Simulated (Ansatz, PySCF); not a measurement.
Isomers of CH7B3. Isolated molecules, 0 K electronic values unless said otherwise. One relaxed conformer stands for each flexible species; it need not be the lowest. Strings in code marks are SMILES.

Quantity: vertical ionisation energy (energy after one electron is removed minus that of the parent at the parent's geometry), in eV.

Level 1: frozen-core MP2/cc-pVTZ // B3LYP-D3(BJ)/def2-TZVP (Ansatz, a program for electronic structure)
Level 2: PBE/6-31G* // B3LYP-D3(BJ)/def2-TZVP (PySCF)
Level 3: minus the HOMO energy of B3LYP-D3(BJ)/def2-TZVP (PySCF)
Level 4: minus the HOMO energy of PBE-D3(BJ)/def2-TZVP // B3LYP-D3(BJ)/def2-TZVP (PySCF)

```json
[
 {"species": "`BBBC`", "level 2": "9.53", "level 3": "7.68", "level 4": "6.60"},
 {"species": "`BB(B)C`", "level 2": "9.33", "level 3": "7.43", "level 4": "6.35"},
 {"species": "`BBCB`", "level 2": "9.83", "level 3": "7.95", "level 4": "6.85"}
]
```

What does level 1 give for each, and how far do the other levels lie from it on average?


- `BBBC`: 10.26
- `BB(B)C`: 9.98
- `BBCB`: 10.59
Mean absolute difference from level 1, which has limits of its own, over these rows (drawn at random from the members that have all these levels): level 2 0.71 eV, level 3 2.59 eV, level 4 3.68 eV.
